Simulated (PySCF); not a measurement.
Job file and geometry (Å, from GFN2-xTB) of an NMR shielding run on `CO[Si@@H](CF)O[SiH2]C`, C₃H₁₁FO₂Si₂, GIAO PBE0/pcSseg-1 NMR shielding, non-relativistic, gas phase in PySCF; density fitting, a coarse starting grid and PySCF grid level 2 are the driver's defaults:

```
$ OMP_NUM_THREADS=1 python probes_run.py task.json out

{"job": {"kind": "nmr", "xc": "PBE0", "basis": "pcSseg-1"}, "charge": 0, "multiplicity": 1}
C     -2.846772    -1.336851     0.266102
O     -2.228528    -0.080285     0.238638
Si    -0.960471     0.367170    -0.660704
C     -0.552510     2.082373     0.062932
F      0.542806     2.622863    -0.586962
O      0.262328    -0.670895    -0.479659
Si     1.827012    -1.128259    -0.338070
C      2.806901     0.188434     0.604613
H     -3.449938    -1.481484    -0.632336
H     -3.489208    -1.375804     1.145916
H     -2.101343    -2.131755     0.320115
H     -1.236596     0.410145    -2.093479
H     -1.365580     2.797341    -0.069665
H     -0.290241     2.051457     1.123125
H      1.727283    -2.392308     0.397900
H      2.319123    -1.308637    -1.704968
H      3.868397    -0.040384     0.620651
H      2.684380     1.164859     0.141965
H      2.473155     0.271269     1.636424
```

Q: Write the output of this run.

A: 
```
coarse grid: 16584 points
cycle   1  E = -949.3603306237  dE =  7.915e-01  |g| = 1.046e+00  |ddm| = 3.803e+00
cycle   2  E = -949.1051342742  dE =  2.552e-01  |g| = 1.580e+00  |ddm| = 1.923e+00
cycle   3  E = -949.5481182796  dE = -4.430e-01  |g| = 1.254e-01  |ddm| = 1.323e+00
cycle   4  E = -949.5507193411  dE = -2.601e-03  |g| = 5.823e-02  |ddm| = 1.301e-01
cycle   5  E = -949.5513791687  dE = -6.598e-04  |g| = 1.361e-02  |ddm| = 4.538e-02
cycle   6  E = -949.5514057099  dE = -2.654e-05  |g| = 5.247e-03  |ddm| = 1.117e-02
cycle   7  E = -949.5514107524  dE = -5.042e-06  |g| = 7.100e-04  |ddm| = 3.905e-03
final grid: 150592 points
cycle   8  E = -949.6245767956  dE = -2.592e-05  |g| = 1.278e-02  |ddm| = 2.031e-02
cycle   9  E = -949.6245467007  dE =  3.009e-05  |g| = 1.822e-02  |ddm| = 1.864e-02
cycle  10  E = -949.6246075956  dE = -6.089e-05  |g| = 1.371e-03  |ddm| = 1.150e-02
cycle  11  E = -949.6246079761  dE = -3.804e-07  |g| = 2.014e-04  |ddm| = 1.158e-03
cycle  12  E = -949.6246079828  dE = -6.745e-09  |g| = 9.020e-05  |ddm| = 1.852e-04
cycle  13  E = -949.6246079840  dE = -1.187e-09  |g| = 2.851e-05  |ddm| = 7.037e-05
cycle  14  E = -949.6246079841  dE = -1.387e-10  |g| = 6.842e-06  |ddm| = 2.537e-05
converged SCF energy = -949.6246079841

GIAO shielding tensors (ppm)
atom      isotropic    diamagn.    paramagn.     s11        s22        s33       span
  0 C      134.769     242.362    -107.593    106.839    112.366    185.102     78.263
  1 O      307.509     399.652     -92.143    232.384    331.061    359.082    126.698
  2 Si     389.706     882.809    -493.103    374.279    394.664    400.175     25.896
  3 C      106.839     252.892    -146.053     64.478     82.461    173.577    109.098
  4 F      489.898     474.982      14.916    442.397    492.038    535.260     92.863
  5 O      278.709     402.882    -124.173    236.181    292.974    306.973     70.792
  6 Si     367.575     881.242    -513.667    314.430    373.945    414.352     99.922
  7 C      186.893     256.213     -69.319    172.976    190.791    196.912     23.936
  8 H       27.913      27.442       0.472     23.687     25.419     34.634     10.947
  9 H       27.796      27.657       0.138     23.471     25.394     34.522     11.051
 10 H       27.666      30.021      -2.356     22.470     26.996     33.531     11.061
 11 H       26.696      30.745      -4.049     23.389     24.340     32.358      8.969
 12 H       27.120      29.819      -2.699     22.787     27.289     31.284      8.498
 13 H       27.147      33.371      -6.224     23.861     26.604     30.976      7.116
 14 H       26.407      30.023      -3.616     22.403     25.320     31.499      9.095
 15 H       26.387      29.572      -3.185     22.578     25.072     31.511      8.934
 16 H       31.846      28.156       3.689     27.759     27.921     39.857     12.098
 17 H       30.914      33.057      -2.143     26.066     29.545     37.131     11.066
 18 H       31.123      33.282      -2.159     27.460     29.005     36.905      9.444
```

Q: Turn these shieldings into chemical shifts. Shifts are taken against calculated references (same method and geometry level): TMS for ¹³C (186.93 ppm) and ²⁹Si (349.16 ppm) and ¹H (31.72 ppm); ¹⁷O (336.08 ppm) against H2O; ¹⁹F (170.95 ppm) against CFCl3.

A: Averaging equivalent atoms: C 3: 80.1; C 0: 52.2; C 7: 0.0; O 5: 57.4; O 1: 28.6; Si 6: -18.4; Si 2: -40.5; F 4: -319.0; H 15: 5.33; H 14: 5.31; H 11: 5.02; H 12: 4.60; H 13: 4.57; H 8/9/10: 3.93; H 16/17/18: 0.42 ppm. Unscaled 19F shifts against computed CFCl3 carry errors that often reach 10 to 50 ppm. Experimental scales use liquid or dissolved standards, which lie at an offset from isolated H2O (liquid H2O: subtract about 36 ppm).

Size and cost of the density-fitted run: 205 basis functions, 46 s wall time on 1 thread of an Arm Neoverse V1, shared host; peak memory 0.94 GiB.
